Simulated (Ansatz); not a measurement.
Molecule: 1-methylsulfonylethyne, C$_{3}$H$_{4}$O$_{2}$S, net charge 0, singlet state. 
Structure (B3LYP-D3(BJ)/def2-TZVP (Ansatz, a quantum-chemistry and plane-wave program) minimum search):
```xyz
10

C      2.3876     0.8008     0.2859
C      1.2753     0.3710     0.1537
S     -0.3150    -0.2778    -0.0346
C     -1.2906     1.2008    -0.1840
O     -0.6622    -0.9383     1.1924
O     -0.3505    -0.9830    -1.2851
H      3.3771     1.1734     0.4036
H     -0.9622     1.7550    -1.0602
H     -1.1868     1.7872     0.7259
H     -2.3195     0.8632    -0.3073
```

Property: vertical triplet-singlet gap (E(triplet) - E(singlet); each state is the SCF solution reached for its spin), in kcal/mol. Correlated levels leave the core frozen unless marked. Open shells are spin-unrestricted. Spin-orbit coupling is left out. No relativistic terms. CBS(X,Y): correlation extrapolated as X^-3; Hartree-Fock from the larger set. The bracket is a focal-point correction in the basis named.

Level to compare with: RI-MP2/CBS(aug-cc-pV(T+d)Z,aug-cc-pV(Q+d)Z)+[CCSD(T)-MP2]/aug-cc-pV(T+d)Z (Ansatz), 129.1 kcal/mol. It is a level with limits of its own, and the differences hold the functionals' basis error too.

Problem. Rank these functionals by how close they come to RI-MP2/CBS(aug-cc-pV(T+d)Z,aug-cc-pV(Q+d)Z)+[CCSD(T)-MP2]/aug-cc-pV(T+d)Z, closest first: r2SCAN/def2-TZVPD (Ansatz); CAM-B3LYP/def2-TZVPD (Ansatz); PBE/def2-TZVPD (Ansatz).

Solution. CAM-B3LYP/def2-TZVPD (range-separated hybrid, 121.7 kcal/mol, difference -7.4), PBE/def2-TZVPD (GGA, 117.5 kcal/mol, difference -11.6), r2SCAN/def2-TZVPD (meta-GGA, 115.1 kcal/mol, difference -14.0)
